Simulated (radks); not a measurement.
Effect of the nuclear size on the iridium ion Ir45+, [Ar] 3d10 4s2 4p2. Calculated with a radial shooting solver on a logarithmic mesh with Libxc functionals: Dirac Kohn-Sham, BLYP, spin-unpolarised, spherical densities, finite nucleus; open shells are shared between the two j in proportion to 2j + 1; Fermi nuclear charge, rms radius 5.4032 fm. The rms radius is varied about that value; shifts are against it.

| rms radius (fm) | total energy shift (eV) | density at nucleus (e/bohr^3) | 1s1/2 shift (meV) | 2s1/2 shift (meV) | 3p1/2 shift (meV) | 4s1/2 shift (meV) | 4p1/2 shift (meV) | 4p3/2 shift (meV) | 5s1/2 (empty) shift (meV) |
|---|---|---|---|---|---|---|---|---|---|
| 4.4036 | -27.1 | 1.973e+06 | -10900 | -1580 | -5.46 | -121 | -1.67 | 7.21 | -53.8 |
| 5.1222 | -7.98 | 1.863e+06 | -3210 | -465 | -1.62 | -35.7 | -0.494 | 2.12 | -15.8 |
| 5.4032 | 0 | 1.826e+06 | 0.000 | 0.000 | 0.000 | 0.000 | 0.000 | 0.000 | 0.000 |
| 5.6031 | 5.84 | 1.801e+06 | 2350 | 340 | 1.19 | 26.1 | 0.363 | -1.55 | 11.6 |
| 6.1596 | 22.8 | 1.737e+06 | 9150 | 1330 | 4.66 | 102 | 1.42 | -6.05 | 45.1 |

Slopes of the eigenvalues against <r^2> in GHz/fm^2, as finite differences over the two radii next to the reference (eigenvalue slopes, not the field-shift constants of lines): 1s1/2 260000, 2s1/2 37800, 3p1/2 131, 4s1/2 2900, 4p1/2 40.1, 4p3/2 -172, 5s1/2 (empty) 1280.
